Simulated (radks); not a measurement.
Species: the zinc ion Zn+. Configuration: [Ar] 3d10 4s1.

Method: scalar-relativistic Kohn-Sham, PW91, spin-polarised, spherical densities, finite nucleus; open shells are filled with parallel spins first; Fermi nuclear charge, rms radius 3.9283 fm; computed with a radial shooting solver on a logarithmic mesh with Libxc functionals.

Energy parts (eV):
total: -48873.953
kinetic: 49651.167
electron-nucleus: -117486.739
Hartree: 20914.106
exchange-correlation: -1952.487

Orbitals (lengths in bohr, moments of r in powers of bohr):
| orbital | occ. | eigenvalue (eV) | <1/r> | <r^2> | <r^4> |
|---|---|---|---|---|---|
| 1s up | 1 | -9537.270 | 30.23 | 0.003405 | 0.00002982 |
| 1s down | 1 | -9537.224 | 30.23 | 0.003405 | 0.00002982 |
| 2s down | 1 | -1168.057 | 6.586 | 0.06037 | 0.006328 |
| 2s up | 1 | -1168.047 | 6.586 | 0.06036 | 0.006328 |
| 2p up | 3 | -1013.974 | 6.463 | 0.04819 | 0.004688 |
| 2p down | 3 | -1013.972 | 6.463 | 0.04819 | 0.004688 |
| 3s up | 1 | -138.8878 | 2.088 | 0.5371 | 0.4716 |
| 3s down | 1 | -138.8707 | 2.089 | 0.5363 | 0.4694 |
| 3p up | 3 | -93.1389 | 1.933 | 0.6030 | 0.6474 |
| 3p down | 3 | -93.0983 | 1.935 | 0.6010 | 0.6406 |
| 3d up | 5 | -19.9296 | 1.512 | 1.096 | 3.473 |
| 3d down | 5 | -19.7080 | 1.526 | 1.056 | 3.173 |
| 4s up | 1 | -14.6203 | 0.5434 | 6.538 | 70.61 |
| 4s down | 0 | -13.4350 | 0.5405 | 6.629 | 72.18 |
| 4p up | 0 | -8.3023 | 0.4113 | 11.24 | 215.0 |
| 4p down | 0 | -7.1956 | 0.4088 | 11.24 | 216.6 |

The highest occupied level is 4s up at -14.620 eV. Summed over all electrons, <r^2> = 22.40 bohr^2, which gives a Langevin (diamagnetic) susceptibility term of -17.7 x 10^-6 cm^3/mol. Spin moment in Bohr magnetons: 1. The spin density at the nucleus is 11.65 e/bohr^3 (1s 0.08, 2s 0.08, 3s -0.11, 4s 11.60). The electron density at the nucleus is 2.534e+04 e/bohr^3 (large components only). For comparison, the ionisation energy in NIST's Atomic Spectra Database is 17.964 eV (measured). In exact Kohn-Sham theory the highest level is minus the ionisation energy, but local and semilocal functionals leave it too shallow, through self-interaction and a potential that decays too fast; potentials with the right tail come closer. The density falls to 0.001 e/bohr^3 at r = 3.61 bohr.
